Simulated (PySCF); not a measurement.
**Correlation energy of Zr²⁺ (zirconium, charge +2)**

[Kr] 4d2, high-spin 3F determinant. Calculation: PySCF 2.14, in aug-cc-pwCVDZ-PP with ECP28MDF; scalar relativity through the core potential. Frozen: 4s2 4p6; 2 electrons correlated.

With two correlated electrons CCSD is exact within the correlated space (frozen core and kept virtual orbitals).

```
level  correlation energy (mhartree)
 CCSD                          -4.58
```

Diagnostics: T1 = 0.00084, D1 = 0.0012, largest double amplitude 0.015.

Task: Is a single reference adequate?

Result: Yes, within this model without spin-orbit coupling: T1 lies below 0.03 and no double amplitude reaches 0.07.
